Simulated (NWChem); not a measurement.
# BeHOBr; SMILES [Be]([Br])[OH]

```xyz
4

Be     0.0477     1.2081     0.0000
Br    -0.0839    -0.7586     0.0000
O      0.1980     2.6072     0.0000
H     -0.4333     3.3186     0.0000
```
Atoms are numbered in this order, from 1.

Program: NWChem. Geometry optimised at PBE0-D3(BJ)/def2-TZVP; all other runs use it. This build's default masses of Se (78.918 u) and Br (79.917 u) are each other's, which moves their modes by up to 0.6 %. Vzz has the sign of the potential's second derivative.

```json
[
 {"quantity": "vertical, lowest triplet (eV)", "level": "PBE/def2-SVP, TDA", "value": "(withheld)"},
 {"quantity": "−ε(HOMO) (eV)", "level": "PBE/def2-SVP", "value": "(withheld)"},
 {"quantity": "Vzz Br2 (a.u.)", "level": "B3LYP/def2-TZVP", "value": "2.496"},
 {"quantity": "dipole (D)", "level": "BHandHLYP/def2-TZVP", "value": "2.01"},
 {"quantity": "highest harmonic frequency (cm⁻¹)", "level": "PBE0-D3(BJ)/def2-TZVP", "value": "4030"}
]
```

**Question.** Fill in the missing entries.

**Answer.** 
- vertical, lowest triplet (eV), value: 6.04
- −ε(HOMO) (eV), value: 7.08
